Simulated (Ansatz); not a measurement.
Cost and result for the atomization energy of `NBOC[SiH2]F` (13 atoms, 12 bonds).

```xyz
13

N     0.395    0.040   -2.366
B     1.267   -0.164   -1.290
O     0.859   -0.147    0.018
C    -0.500    0.081    0.355
Si   -0.579   -0.008    2.230
F    -2.098    0.239    2.682
H    -0.591    0.215   -2.278
H     0.721    0.022   -3.315
H     2.429   -0.366   -1.485
H    -0.841    1.062   -0.001
H    -1.157   -0.676   -0.095
H    -0.168   -1.350    2.705
H     0.261    1.050    2.839
```

Charge 0, multiplicity 1. All single points use the PBE0-D4/def2-TZVP geometry. It is one conformer, not always the lowest. Program: Ansatz. All runs use 2 threads of an AMD EPYC 7R13 on a shared host and a share of an NVIDIA H100 80 GB. Times are those of one run each, without the atoms' runs, and a repeat can differ threefold. Electronic energies, without spin–orbit coupling; frozen cores. CCSD(T)/CBS adds CCSD(T) − MP2 in def2-TZVPP to the MP2 limit, and its time is that of the two runs behind it. T1 = 0.012. B3LYP takes the VWN-RPA correlation (the form of Gaussian; ORCA's B3LYP/G).

CCSD(T)/CBS is a level of theory with its own doubt, some kJ/mol a heavy atom from the limit and from the frozen cores, so smaller differences don't rank the functionals.

```json
{"level": "PBE-D4/def2-TZVPP (with forces)", "functions": "295", "wall time": "2.1 s", "atomization (kJ/mol)": "5070.5", "difference from CCSD(T)/CBS": "76.9", "per bond": "6.4"}
{"level": "PBE0-D4/def2-TZVPP", "functions": "295", "wall time": "2.1 s", "atomization (kJ/mol)": "4977.2", "difference from CCSD(T)/CBS": "-16.4", "per bond": "-1.4"}
{"level": "B2PLYP/def2-TZVPP", "functions": "295", "wall time": "2.2 s", "atomization (kJ/mol)": "4951.7", "difference from CCSD(T)/CBS": "-41.9", "per bond": "-3.5"}
{"level": "r2SCAN-D4/def2-TZVPP (with forces)", "functions": "295", "wall time": "2.3 s", "atomization (kJ/mol)": "4998.3", "difference from CCSD(T)/CBS": "4.7", "per bond": "0.4"}
{"level": "B3LYP-D4/def2-TZVPP (with forces)", "functions": "295", "wall time": "2.5 s", "atomization (kJ/mol)": "5001.7", "difference from CCSD(T)/CBS": "8.1", "per bond": "0.7"}
{"level": "ωB97X-V/def2-TZVPP", "functions": "295", "wall time": "2.6 s", "atomization (kJ/mol)": "5011.6", "difference from CCSD(T)/CBS": "18.0", "per bond": "1.5"}
{"level": "ωB97M-V/def2-TZVPP (with forces)", "functions": "295", "wall time": "3.4 s", "atomization (kJ/mol)": "5016.0", "difference from CCSD(T)/CBS": "22.4", "per bond": "1.9"}
{"level": "MP2/def2-QZVPP", "functions": "565", "wall time": "4.2 s", "atomization (kJ/mol)": "5034.4", "difference from CCSD(T)/CBS": "40.8", "per bond": "3.4"}
{"level": "CCSD(T)/def2-TZVPP", "functions": "295", "wall time": "5.5 s", "atomization (kJ/mol)": "4857.1", "difference from CCSD(T)/CBS": "-136.5", "per bond": "-11.4"}
{"level": "CCSD(T)/CBS(def2)", "functions": "–", "wall time": "9.8 s", "atomization (kJ/mol)": "4993.6", "difference from CCSD(T)/CBS": "0.0", "per bond": "0.0"}
```

From PBE to PBE0 (25 % exact exchange), in def2-TZVPP and without D4, the atomization energy moves by −89.6 kJ/mol: exact exchange takes away binding that semilocal exchange gives to molecules. The D4 term adds +38.3 kJ/mol with B3LYP and +20.2 kJ/mol with PBE0; it sums over pairs of atoms, weighted by their polarisabilities, and B3LYP, whose exchange is more repulsive, gets the larger term. In def2-TZVPP, CCSD(T) changes the Hartree–Fock value by +1189.9 kJ/mol (the triples alone add +67.3 kJ/mol) and MP2 by +1285.2 kJ/mol; breaking electron pairs costs correlation energy, which Hartree–Fock lacks.
